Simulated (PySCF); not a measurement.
Structure elucidation problem

An unknown has the formula C7H11N. Its calculated NMR data are:

¹H NMR (600 MHz, computed): δ 7.67 (d, 1H), 7.27 (d, 1H), 1.96 (m, 1H), 1.96 (m, 1H), 1.78 (m, 1H), 1.76 (m, 1H), 1.75 (m, 1H), 1.59 (m, 1H), 1.42 (m, 1H), 1.35 (m, 1H), 0.98 (m, 1H).

¹³C{¹H} NMR (computed): δ 148.1, 58.8, 35.2, 29.9, 27.9, 24.1, 23.3.

Single conformer, relativity neglected, isolated molecule. Structure optimised with GFN2-xTB; NMR shieldings at PBE0/pcSseg-1/GIAO; PySCF.

Scale: ¹H (31.72 ppm), ¹³C (186.93 ppm) against TMS (reference shieldings calculated alike).

Task: Deduce the structure.

Result: 
1. Rings plus π bonds: 3 (2 rings in the answer).
2. 7 carbon signals for 7 carbons: no two carbons are equivalent.
3. Carbon types of the structure: 1 × C, 1 × CH, 5 × CH2, which accounts for all hydrogens.
4. δC 148.1: C=N carbon.
5. δC 58.8, 35.2, 23.3: three-membered-ring carbon.
6. δC 29.9, 27.9, 24.1: sp3 CH2 in a ring; aliphatic region, no heteroatom directly attached.
7. δH 7.67, 7.27: hydrogen on a C=N carbon.
8. δH 1.96, 1.96, 1.78, 1.76, 1.59, 1.42: hydrogen on an sp3 CH2 in a ring.
9. δH 1.75, 1.35, 0.98: hydrogen on a three-membered-ring carbon.

Structure: SMILES C=N[C@@]12CCC[C@@H]1C2.

The shifts were computed for this structure.

Shifts are as computed. Against solution values, carbons near 30 ppm lie about +3 ppm off and those near 130 ppm about +5 ppm. Of 1211 compounds with measured shifts, 218 miss one by over three times the rms of a fit or turn the order of signals round; such compounds aren't used in these exercises. No couplings were computed; multiplicities are counted from neighbouring protons, with m where these are inequivalent, close in shift, in a saturated or five-membered ring or joined by F or P, and br s for small geminal =CH2 splittings.
